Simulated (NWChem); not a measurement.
**Plane-wave run on MgBr2 (space group P-3m1)**

```
MgBr2
1.0
    3.85747     0.00000     0.00000
   -1.92874     3.34067     0.00000
    0.00000     0.00000     6.40192
Mg Br
1 2
Cartesian
  0.00000   0.00000   0.00000
  0.00000   2.22711   1.49472
  1.92874   1.11355   4.90720
```

The numbers come from NWChem runs, not from measurements. Origin of the cell: Materials Project cell, not relaxed here.

Norm-conserving pseudopotentials with valence charges Mg 2, Br 7, fixed occupations, no spin-orbit coupling, density cut at twice the wavefunction cutoff.

The filled d shells of Br are in the core.

Level: LDA (Vosko), default library, cutoff 25 Ha, density from a 3×3×3 mesh. Bands run along Γ–M–K–Γ–A–L–H–A with k in units of the cell's reciprocal vectors.

**Question.** What gap does the band structure show, and how wide is the group of occupied bands?

**Answer.** It shows a direct gap along this path of 4.06 eV at Γ. The 8 occupied bands reach 13.8 eV below the valence-band top.
